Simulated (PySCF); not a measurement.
**How methods differ on the excitation energy of B⁺**

B⁺ [He] 2s2 (1S) → B⁺ [He] 2s1 3d1 (3D), as a difference of total energies. All numbers are calculated (PySCF 2.14, no relativity, point nucleus, in aug-cc-pwCVDZ). Correlated levels: valence and next inner shell: nothing frozen. The calculations carry no spin-orbit coupling.

```
                                method  excitation energy (eV)
                                   UHF                  17.646
    MP2 (valence and next inner shell)                  18.557
SCS-MP2 (valence and next inner shell)                  18.763
   CCSD (valence and next inner shell)                  19.128
CCSD(T) (valence and next inner shell)                  19.135
  CCSDT (valence and next inner shell)                  19.135
```

**Question.** How much does correlation contribute at CCSD(T) (valence and next inner shell)?

**Answer.** 19.135 − (17.646) = 1.489 eV, measured against UHF.

The promoted electron is Rydberg-like, and one or two diffuse shells describe it only roughly, which tends to raise the upper state.
